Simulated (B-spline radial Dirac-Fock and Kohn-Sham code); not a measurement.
## Subshell cross sections of Ti¹⁷⁺, photon energy 4000 eV

System: the Ti¹⁷⁺ ion, configuration 1s2 2s2 2p1.

Model: independent-particle photoionisation in a Dirac-Hartree-Slater potential with a Latter tail, all multipoles, thresholds from Dirac-Fock ΔSCF. Program: a radial B-spline solver. The asymmetry parameter β is from the dipole term alone. Kinetic energies are from the vacuum level. Open shells are spread statistically over j, without multiplet splitting.

The last column is dσ/dΩ = σ/(4π) · [1 + β P₂(cos θ)] at θ = 90° from the polarisation vector of linearly polarised light.

```
subshell  electrons  binding (eV)  kinetic (eV)  σ (kb)     β  dσ/dΩ (kb/sr)
      2s          2        1259.6        2740.4    6.95  2.00            ≈ 0
   2p1/2       0.33        1222.0        2778.0   0.397  1.03         0.0153
   2p3/2       0.67        1214.5        2785.5   0.761  1.03         0.0293
```

Branching ratios of the spin-orbit partners (statistical value in brackets): 2p 1.92 (2.00).

Values without a named source are computed, but for edge energies of neutral atoms, which are taken from tables.
